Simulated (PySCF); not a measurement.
Coordinates in bohr (charge 0 multiplicity 1):
```
Pt    0.0000    0.0000   -0.4134
N     0.0000    0.0000   -3.5631
Cl    0.0000    0.0000    3.7318
```

All numbers come from PySCF, PBE0, basis Pt def2-TZVP with ECP60, N def2-TZVP, Cl def2-TZVP (scalar-relativistic core potentials, no spin–orbit coupling, density fitting).

This geometry of ClPtN is a stationary point at this level.

**Question.** What is the point group?

**Answer.** C∞v.

**Question.** Is it a minimum?

**Answer.** Yes: all harmonic wavenumbers are real.

**Question.** Which band is strongest in the infrared?

**Answer.** 416 cm⁻¹ (σ+), 50 km/mol.

**Question.** What are the dipole moment and the gap between the highest occupied and lowest empty levels?

**Answer.** 0.21 D and 3.42 eV.

This need not be the most stable arrangement of these atoms. Spin–orbit coupling, left out here, can matter for elements this heavy.
